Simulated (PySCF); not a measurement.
GeOCl, doublet: data card

Level of theory: UPBE0/[Ge def2-TZVP, O def2-TZVP, Cl def2-TZVP], no relativity, density fitting, PySCF.

The structure is a minimum.

Coordinates in bohr (charge 0 multiplicity 2):
```
Ge   -0.6960    0.0156   -0.7338
O     1.2053   -0.0270   -3.2275
Cl    0.9202   -0.0206    3.0278
```

```
Point group                                                                   : Cs
Bond lengths                                                                  : Ge–Cl 2.167 Å, Ge–O 1.660 Å
Bond angles                                                                   : Cl–Ge–O 119.4°
Zero-point energy                                                             : 8.3 kJ/mol
Enthalpy at 298.15 K above 0 K                                                : 12.58 kJ/mol
Rotational symmetry number                                                    : 1
Entropy at 298.15 K and 1 bar (electronic part: spin only)                    : 294.0 J/(mol K)
Heat capacity Cp at 298.15 K                                                  : 49.9 J/(mol K)
Rotational constants                                                          : 0.7832, 0.1117, 0.09777 cm⁻¹
Lowest empty level (β)                                                        : -4.84 eV
Principal quadrupole moments (Buckingham, traceless) about the centre of mass : -8.32, 3.46, 4.86 D Å
Dipole moment                                                                 : 2.48 D
Highest occupied level (α)                                                    : -8.18 eV
Atomisation energy without zero-point energy                                  : 803 kJ/mol
Spin squared ⟨S²⟩                                                             : 0.761
Principal polarisabilities                                                    : 32.0, 42.7, 62.6 bohr³
```

Harmonic modes (masses in u: Ge 73.921, O 15.995, Cl 34.969):
```tsv
symmetry	ω (cm⁻¹)	IR (km/mol)	μ (u)	type
a'	159	11.2	22.03	bend
a'	394	61.1	40.71	stretch
a'	831	12.7	18.49	stretch
```

Charges (e):
```
atom  Mulliken  Löwdin  polar tensor  spin (Mulliken)  Mayer order to Ge1
 Ge1      0.66    0.17          0.68             0.37                   –
  O2     -0.41   -0.27         -0.27             0.47                1.87
 Cl3     -0.25    0.10         -0.41             0.16                1.04
```

Mulliken populations on Ge1: s 7.58, p 13.45, d 10.25, f 0.06.

Only a few start shapes were tried, so a lower isomer may exist.

The final relaxation and frequency run took 38 s on 4 threads of a shared Arm Neoverse V2 host, with 116 basis functions and 14 gradients; the process peaked at 1 GiB.
